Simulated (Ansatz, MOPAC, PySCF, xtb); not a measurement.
Breaking a bond: BeO, singlet.

Levels of theory: PM6, restricted, heats of formation (MOPAC); GFN1-xTB (xtb); RHF/LANL2DZ = restricted Hartree-Fock/LANL2DZ in PySCF 2.14.0; FCI = full CI/cc-pVDZ, frozen core (Ansatz, an electronic-structure program).

Energies relative to the lowest point of each curve near equilibrium, in eV; the last columns give the difference from FCI:

```json
[
 {"R / Å": "1.06", "PM6": "3.488", "GFN1-xTB": "2.929", "RHF/LANL2DZ": "3.736", "FCI": "3.776", "PM6 − FCI": "-0.288", "GFN1-xTB − FCI": "-0.848", "RHF/LANL2DZ − FCI": "-0.040"},
 {"R / Å": "1.14", "PM6": "1.411", "GFN1-xTB": "1.062", "RHF/LANL2DZ": "1.608", "FCI": "1.727", "PM6 − FCI": "-0.316", "GFN1-xTB − FCI": "-0.665", "RHF/LANL2DZ − FCI": "-0.119"},
 {"R / Å": "1.19", "PM6": "0.649", "GFN1-xTB": "0.440", "RHF/LANL2DZ": "0.816", "FCI": "0.945", "PM6 − FCI": "-0.295", "GFN1-xTB − FCI": "-0.505", "RHF/LANL2DZ − FCI": "-0.129"},
 {"R / Å": "1.26", "PM6": "0.102", "GFN1-xTB": "0.040", "RHF/LANL2DZ": "0.201", "FCI": "0.300", "PM6 − FCI": "-0.198", "GFN1-xTB − FCI": "-0.260", "RHF/LANL2DZ − FCI": "-0.098"},
 {"R / Å": "1.27", "PM6": "0.064", "GFN1-xTB": "0.017", "RHF/LANL2DZ": "0.151", "FCI": "0.241", "PM6 − FCI": "-0.177", "GFN1-xTB − FCI": "-0.224", "RHF/LANL2DZ − FCI": "-0.091"},
 {"R / Å": "1.32", "PM6": "0.000", "GFN1-xTB": "0.000", "RHF/LANL2DZ": "0.009", "FCI": "0.048", "PM6 − FCI": "-0.048", "GFN1-xTB − FCI": "-0.048", "RHF/LANL2DZ − FCI": "-0.039"},
 {"R / Å": "1.35", "PM6": "0.048", "GFN1-xTB": "0.054", "RHF/LANL2DZ": "0.000", "FCI": "0.000", "PM6 − FCI": "0.048", "GFN1-xTB − FCI": "0.054", "RHF/LANL2DZ − FCI": "0.000"},
 {"R / Å": "1.42", "PM6": "0.356", "GFN1-xTB": "0.316", "RHF/LANL2DZ": "0.145", "FCI": "0.034", "PM6 − FCI": "0.322", "GFN1-xTB − FCI": "0.282", "RHF/LANL2DZ − FCI": "0.111"},
 {"R / Å": "1.44", "PM6": "0.485", "GFN1-xTB": "0.417", "RHF/LANL2DZ": "0.220", "FCI": "0.074", "PM6 − FCI": "0.411", "GFN1-xTB − FCI": "0.343", "RHF/LANL2DZ − FCI": "0.146"},
 {"R / Å": "1.55", "PM6": "1.418", "GFN1-xTB": "1.095", "RHF/LANL2DZ": "0.800", "FCI": "0.448", "PM6 − FCI": "0.970", "GFN1-xTB − FCI": "0.647", "RHF/LANL2DZ − FCI": "0.351"},
 {"R / Å": "1.61", "PM6": "2.033", "GFN1-xTB": "1.515", "RHF/LANL2DZ": "1.177", "FCI": "0.725", "PM6 − FCI": "1.308", "GFN1-xTB − FCI": "0.789", "RHF/LANL2DZ − FCI": "0.451"}
]
```

PM6 is furthest from FCI at 1.61 (1.308 eV, above); its mean absolute difference over the points is 0.398 eV.

GFN1-xTB is furthest from FCI at 1.06 (-0.848 eV, below); its mean absolute difference over the points is 0.424 eV.

RHF/LANL2DZ is furthest from FCI at 1.61 (0.451 eV, above); its mean absolute difference over the points is 0.143 eV.

The scan ran from 1.06 to 5.21 Å; beyond the distances shown full CI changes its symmetry label. The restricted form behind PM6, RHF/LANL2DZ keeps the bonding electrons paired and can't separate into open-shell fragments. Also computed but left out beside FCI, since their determinant holds another spin at the minimum (<S²> over 0.7 above the pure value): UHF, UCCSD, UCCSD(T), UCCSDT, UCCSDT(Q), UHF/6-31G*, UHF/LANL2DZ.
